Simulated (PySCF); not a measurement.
**ISN: breathing scan**

Level of theory: PBE0 in PySCF with S def2-TZVP, N def2-TZVP, I def2-TZVP with ECP28; scalar-relativistic core potentials, no spin–orbit coupling; density-fitted integrals.

Rigid scan from the singlet minimum (S–I 2.549 Å, S–N 1.451 Å; I–S–N 118.4°). Coordinate: all bonds to the central atom scaled together. Energies in kJ/mol from the minimum.

**Question.** Predict the curve at 0.88, 0.92, 0.96, 1.00, 1.04, 1.08, 1.14, 1.22, 1.35.

**Answer.** 
```csv
scale of all bonds to the centre,E (kJ/mol),dipole size (D)
0.88,209.1,1.84
0.92,81.6,1.71
0.96,18.0,1.65
1.00,0.0,1.68
1.04,14.1,1.74
1.08,50.2,1.83
1.14,130.2,1.93
1.22,260.0,1.99
1.35,477.8,1.82
```

At long bonds a restricted determinant can lie too high, and another spin state can fall below this curve.

The scan took 17 s on 2 threads of a shared Arm Neoverse V2 host; the process peaked at 0.99 GiB.
